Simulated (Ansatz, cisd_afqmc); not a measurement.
System: AlCl, charge 1, doublet. AlCl+ (parent SMILES [Al][Cl], doublet).
B3LYP-D3(BJ)/def2-TZVP minimum from Ansatz (a first-principles code):
```
Al
Cl 1 2.0369
```
Charge +1, spin multiplicity 2.

Total energies in cc-pV(T+d)Z, 9 correlated electrons, 10 frozen orbitals. Open shells are spin-unrestricted; no spin-orbit coupling. Cores are frozen in correlated methods. No relativity. AFQMC/CISD: phaseless, guided by CISD from CCSD amplitudes; bars are statistical, one sigma. Outlying blocks are dropped, and bars are widened where a walk drifts. Over all cases where full CI ran beside it in this data, AFQMC minus full CI had a median of +0.1 mEh and passed +0.4 mEh in a tenth of the cases. The spin of AlCl+ (parent SMILES [Al][Cl], doublet) was assumed, and the state is the lowest solution found for it.

```tsv
method	program	energy (Eh)	minus CCSDT(Q) (mEh)
HF	Ansatz	-701.21093	244.39
MP2	Ansatz	-701.42441	30.91
CCSD	Ansatz	-701.44329	12.03
CCSD(T)	Ansatz	-701.45397	1.35
CCSDT(Q)	Ansatz	-701.45532	0.00
AFQMC/CISD	cisd_afqmc	-701.4551 ± 0.0006	0.2 ± 0.6
```

Rough core times of Ansatz's runs on a shared machine: CCSD(T) under 20 s, CCSDT(Q) 3 min.
